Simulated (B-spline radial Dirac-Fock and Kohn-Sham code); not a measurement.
# Characteristic X-ray lines: Cs¹⁴⁺

System: the Cs¹⁴⁺ ion, configuration [Kr] 4d5.

These are calculated numbers from a radial atomic solver; the model is relaxed Dirac-Fock hole states (ΔSCF) with Breit and QED corrections and a finite nucleus. A line energy is the difference of two single-hole energies; the list is a selection of electric-dipole transitions between resolved j subshells. Correlation energy is missing from these numbers.

```
 line  energy (keV)  wavelength (Å)
 K-N3        35.860         0.34574
 K-N2        35.844         0.34590
 K-M3        34.994         0.35430
 K-M2        34.925         0.35500
 K-L3        30.972         0.40032
 K-L2        30.624         0.40487
L1-N3        5.5966          2.2153
L1-N2        5.5809          2.2216
L2-N1        5.1613          2.4022
L3-N1        4.8133          2.5759
L1-M3        4.7307          2.6208
L1-M2        4.6620          2.6594
L2-M4        4.6313          2.6771
L3-M5        4.2974          2.8851
L3-M4        4.2833          2.8946
L2-M1        4.1518          2.9863
L3-M1        3.8038          3.2595
M5-N3        0.5910          20.978
M4-N2        0.5894          21.035
```
